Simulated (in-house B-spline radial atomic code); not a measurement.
W³⁺: [Kr] 4d10 4f14 5s2 (5p1/2)2 (5p3/2)3 (5d3/2)2 (5d5/2)1 (7g9/2)1 (an excited or competing configuration)

Method: Dirac-Hartree-Fock, average of the jj configuration, Fermi nucleus of rms radius 5.3658 fm. Calculated with a B-spline radial code for spherical atoms.

Effective charges: Z_r = [3n² - l(l+1)]/(2<r>) from the radius, Z_e = n√(-2ε) from the energy, and Slater's rules. Values are occupation-weighted means over j. An effective charge above Z reflects the relativistic contraction of the inner shells.

```json
{"shell": "1s", "electrons": "2", "ε (eV)": "-70013", "<r> (bohr)": "0.01835", "Z_r": "81.76", "Z_e": "71.73", "Slater": "73.70"}
{"shell": "2s", "electrons": "2", "ε (eV)": "-12257", "<r> (bohr)": "0.0769", "Z_r": "78.03", "Z_e": "60.03", "Slater": "69.85"}
{"shell": "2p", "electrons": "6", "ε (eV)": "-10794", "<r> (bohr)": "0.06901", "Z_r": "72.45", "Z_e": "56.33", "Slater": "69.85"}
{"shell": "3s", "electrons": "2", "ε (eV)": "-2918.6", "<r> (bohr)": "0.2001", "Z_r": "67.47", "Z_e": "43.94", "Slater": "62.75"}
{"shell": "3p", "electrons": "6", "ε (eV)": "-2471.8", "<r> (bohr)": "0.2001", "Z_r": "62.46", "Z_e": "40.44", "Slater": "62.75"}
{"shell": "3d", "electrons": "10", "ε (eV)": "-1922", "<r> (bohr)": "0.1824", "Z_r": "57.56", "Z_e": "35.66", "Slater": "52.85"}
{"shell": "4s", "electrons": "2", "ε (eV)": "-669.59", "<r> (bohr)": "0.4498", "Z_r": "53.35", "Z_e": "28.06", "Slater": "46.25"}
{"shell": "4p", "electrons": "6", "ε (eV)": "-519.1", "<r> (bohr)": "0.4769", "Z_r": "48.23", "Z_e": "24.71", "Slater": "46.25"}
{"shell": "4d", "electrons": "10", "ε (eV)": "-317.06", "<r> (bohr)": "0.5117", "Z_r": "41.04", "Z_e": "19.31", "Slater": "34.85"}
{"shell": "5s", "electrons": "2", "ε (eV)": "-135.36", "<r> (bohr)": "1.07", "Z_r": "35.05", "Z_e": "15.77", "Slater": "16.70"}
{"shell": "5p", "electrons": "5", "ε (eV)": "-96.077", "<r> (bohr)": "1.215", "Z_r": "30.05", "Z_e": "13.29", "Slater": "16.70"}
{"shell": "4f", "electrons": "14", "ε (eV)": "-94.237", "<r> (bohr)": "0.5944", "Z_r": "30.28", "Z_e": "10.53", "Slater": "23.45"}
{"shell": "5d", "electrons": "3", "ε (eV)": "-48.488", "<r> (bohr)": "1.637", "Z_r": "21.08", "Z_e": "9.44", "Slater": "6.30"}
{"shell": "7g", "electrons": "1", "ε (eV)": "-4.4552", "<r> (bohr)": "15.8", "Z_r": "4.02", "Z_e": "4.01", "Slater": "-"}
```

The least bound orbital is 7g9/2 at -4.455 eV, and it is also the most diffuse (<r> = 15.8 bohr). The part-filled 5p shell lies below the filled 4f shell in orbital energy.

For the 1s electron the small component carries 7.79 % of the norm, the zero-frequency Breit interaction raises the level by 243.3 eV, self-energy by 152 eV, and vacuum polarisation lowers it by 28.76 eV.
